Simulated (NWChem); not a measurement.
Species: formate (CHO₂ anion); SMILES O=C[O-]

Program: NWChem. Sets without diffuse functions describe the anion's extra electron poorly. The highest occupied level is positive in some or all of these runs, so the extra electron may be held by the finite basis. Each level has its own optimisation; frequencies are unscaled.

```csv
level,r C–O (Å),r C–H (Å),highest harmonic frequency (cm⁻¹),lowest (cm⁻¹),zero-point energy (kcal/mol)
CAM-B3LYP/def2-SVP,1.241,1.165,2452,792,12.8
Hartree-Fock/STO-3G,1.266,1.152,2996,780,14.3
B3LYP/def2-SVPD,(withheld),1.145,(withheld),(withheld),12.6
```

**Question.** Fill in the missing entries.

**Answer.** 
- B3LYP/def2-SVPD, r C–O (Å): 1.253
- B3LYP/def2-SVPD, highest harmonic frequency (cm⁻¹): 2591
- B3LYP/def2-SVPD, lowest (cm⁻¹): 749
